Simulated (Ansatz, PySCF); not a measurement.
InO, SMILES [O]=[In], multiplicity 2. Atoms are numbered in the order given.

```xyz
2

In     0.0000     0.0000    -0.2975
O      0.0000     0.0000     1.6262
```
Charge 0, spin multiplicity 2.

The structure is a stationary point at PBE0-D3(BJ)/def2-TZVP. The def2 effective core potentials stand for the cores of In; spin–orbit coupling is left out.

Two levels are set side by side: PBE-D3(BJ)/def2-TZVP (Ansatz, a first-principles code) and PBE0-D3(BJ)/def2-TZVP (Ansatz). Each level has its own optimised geometry; the coordinates shown are those of the second. Frequencies come from the Hessian of PySCF at each geometry. Differences are taken from unrounded values.

| quantity | PBE0-D3(BJ) |
|---|---|
| bond In1–O2 (Å) | 1.924 |
| highest harmonic wavenumber (cm⁻¹) | 588 |
| mean harmonic wavenumber (cm⁻¹) | 588 |
| zero-point energy (kcal/mol) | 0.84 |

Question: What does PBE-D3(BJ) give, and how far is it from PBE0-D3(BJ)? (An estimate is asked for; the answer gives what the named calculation found.)

Answer: 
```csv
quantity,PBE-D3(BJ),PBE-D3(BJ) minus PBE0-D3(BJ)
bond In1–O2 (Å),1.921,-0.003
highest harmonic wavenumber (cm⁻¹),610,21
mean harmonic wavenumber (cm⁻¹),610,21
zero-point energy (kcal/mol),0.87,0.03
```
